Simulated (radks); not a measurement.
The selenium ion Se20+, 14 electrons, occupied as [Ne] 3s2 3p2. Calculated with a radial shooting solver on a logarithmic mesh with Libxc functionals: non-relativistic Kohn-Sham, PBE, spin-polarised, spherical densities, point nucleus; open shells are filled with parallel spins first.

Normalised radial functions P(r) = r R(r), r in bohr:

r	2p down	3p down
0.002865	0.0087	0.0044
0.003585	0.0134	0.0067
0.004485	0.0207	0.0104
0.005566	0.0313	0.0157
0.006963	0.0478	0.0240
0.008711	0.0727	0.0364
0.01081	0.1081	0.0541
0.01353	0.1617	0.0809
0.01692	0.2391	0.1195
0.02117	0.3487	0.1739
0.02628	0.4936	0.2454
0.03287	0.6932	0.3431
0.04113	0.9485	0.4657
0.05104	1.2449	0.6036
0.06386	1.5881	0.7532
0.07989	1.9311	0.8814
0.09995	2.2143	0.9426
0.124	2.3605	0.8824
0.1552	2.3138	0.6409
0.1942	2.0369	0.1924
0.241	1.5904	-0.3943
0.3015	1.0500	-1.0292
0.3771	0.5685	-1.4887
0.4718	0.2410	-1.5953
0.5856	0.0789	-1.3331
0.7326	0.0171	-0.8475
0.9166	0.0023	-0.3952
1.138	0.0002	-0.1328
1.423	0.0000	-0.0273

2p down: eigenvalue -2215.2 eV, 0 radial nodes, <r> = 0.170 bohr, 90 % of the charge inside 0.276 bohr. 3p down (empty): eigenvalue -805.38 eV, 1 radial node at r = 0.209 bohr, <r> = 0.482 bohr, 90 % of the charge inside 0.714 bohr.
